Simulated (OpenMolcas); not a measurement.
# AsF3 (arsenic trifluoride): a line through the functionals

AsF3: 4 atoms, total charge 0, spin state singlet. As SMILES, `F[As](F)F`. The coordinates come from a PBE0-D4/def2-TZVP relaxation.

The dipole moment y, in D, basis cc-pVDZ; a is the functional's share of exact exchange. Programs: OpenMolcas 26.06.

| functional | program | a | y (D) |
| --- | --- | --- | --- |
| PBE | OpenMolcas | 0 | 2.18 |
| BLYP | OpenMolcas | 0 | 2.23 |
| B3LYP | OpenMolcas | 0.2 | 2.48 |
| PBE0 | OpenMolcas | 0.25 | ? |
| BHLYP | OpenMolcas | 0.5 | 2.76 |

Q: Fit y = c + s·a to the known rows and predict PBE0.

A: 
1. Means of the 4 rows: a = 0.1750, y = 2.413.
2. Σ(Δa)² = 0.1675, Σ(Δa·Δy) = 0.18725, so the slope is 0.18725/0.1675 = 1.1179.
3. Intercept: 2.413 − (1.1179) × 0.1750 = 2.217. The largest residual of the fit is 0.039.
4. PBE0: 2.217 + (1.1179) × 0.25 = 2.50 D.

The run gave 2.48 D, so the prediction is off by +0.02 D, within the scatter of the fit. More exact exchange makes the molecule more polar here. The measured value is 2.59 D (NIST CCCBDB).
